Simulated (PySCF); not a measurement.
Calculation: PBE-D3(BJ)/def2-TZVP // B3LYP-D3(BJ)/def2-TZVP in PySCF. Gas-phase values, no solvent. One relaxed conformer stands for a flexible species; it need not be the lowest. Excitations are Tamm–Dancoff values on a coarser integration grid. The basis has no diffuse functions, so Rydberg states are missing or too high.

Reference species (SMILES): `BBNB` (neutral, multiplicity 1).

- LUMO = -2.65 eV
- HOMO–LUMO gap = 4.25 eV
- S1 oscillator strength = 0.009
- S1 excitation (TDA) = 4.58 eV

Changed species: `BN(B)B`.

### Question
Give the shifts of the LUMO, HOMO–LUMO gap, S1 oscillator strength and S1 excitation (TDA).

### Answer
the LUMO is nearly the same; the HOMO–LUMO gap increases by 0.74 eV, to 4.99 eV; the S1 oscillator strength is nearly the same; the S1 excitation (TDA) goes up by 0.47 eV, to 5.05 eV.
